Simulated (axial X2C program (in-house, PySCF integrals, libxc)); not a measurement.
# LaB: properties at the nuclei

Computed with an axial X2C code built on PySCF integrals: two-component X2C with atomic mean-field Coulomb and Gaunt terms, Gaussian nuclei, basis La dyall-cv3z, B dyall-v3z with contracted cores.

R = 2.341 Å (near the PBE0 minimum at charge 0 of the determinant lowest at the starting distance; the state shown can have its own minimum elsewhere).

Input and command:
```json
{"zs": [57, 5], "q": 0, "bas": ["dyall-cv3z", "dyall-v3z"], "r0": 2.65, "levels": ["PBE0", "HF", "r2SCAN", "B3LYP", "PBE50"], "nst": 3}
```
```bash
python soeom.py task.json out
```

Keys: zs atomic numbers; q charge; bas basis sets; r0 starting distance in Å; levels methods; nst determinants followed.

Determinant lowest in the PBE0 search, Ω = 2 (⟨Sz⟩ = 2.00, ⟨Lz⟩ = 0.00 at PBE0), spin on the atoms La 1.15, B 0.85:

| level | Eeff magnitude (GV/cm) | Ws magnitude La (kHz) | A∥/gI La (MHz) | qzz La (a.u.) | A∥/gI B (MHz) | qzz B (a.u.) | μ (D) |
| --- | --- | --- | --- | --- | --- | --- | --- |
| PBE0 | 6.13 | 1.74 | 1150 | -2.57 | 12 | -0.14 | -4.26 |
| HF | 8.31 | 2.36 | 937 | -2.15 | 8.55 | -0.18 | -5.15 |
| r2SCAN | 7.02 | 2.15 | 1160 | -2.66 | 18 | -0.13 | -3.93 |
| B3LYP | 6.4 | 1.85 | 1200 | -2.74 | 21.5 | -0.14 | -4.20 |
| PBE50 | 6.44 | 1.8 | 1140 | -2.38 | 9.14 | -0.15 | -4.63 |

Eeff is the effective electric field on the electron electric dipole moment in this Ω state and Ws the scalar–pseudoscalar constant of the nucleus named (defined with the proton number Z and per Ω); A∥ (defined per Ω) follows by multiplying with gI = μI/(I μN); qzz is the electric field gradient, eQq0 = 234.96 MHz × Q/barn × qzz; μ is positive if the B end (last atom) is positive. The operators were transformed with the bare-nucleus X2C matrices; with these basis sets, hyperfine constants and field gradients can be off by tens of per cent, and where levels differ in sign neither size nor sign is settled.

Q: With gI(139La) = 0.7952, Q(139La) = 0.206 barn, Q(11B) = 0.04059 barn (g factors from the IAEA table of nuclear moments by Stone; Q from Pyykkö, Mol. Phys. 2018), turn the PBE0 values of the first state into constants in MHz.

A: A∥(139La) = 1150 × 0.7952 = 914 MHz; eQq0(139La) = 234.96 × (0.206) × (-2.57) = -124 MHz; eQq0(11B) = 234.96 × (0.04059) × (-0.14) = -1.34 MHz.

Each state is one determinant with collinear spin, which with several unpaired electrons need not be a pure state. Unrestricted Hartree–Fock can overshoot spin polarisation at the nuclei. This is the top spin component of a Σ state; components of lower Ω are not single determinants and can lie lower. With several open shells hyperfine constants can be off by a factor of several. Open-shell Ω = 0 determinants with evenly filled partner blocks cannot be reached by this program, so the Ω shown need not be the lowest component. States lie within half an eV, so the first need not be the ground state. Further determinants of the search, some of them spin-mixed, are not shown. Where a field gradient or hyperfine factor spreads by more than a factor of two over the levels, a constant derived from it is not to be relied on.
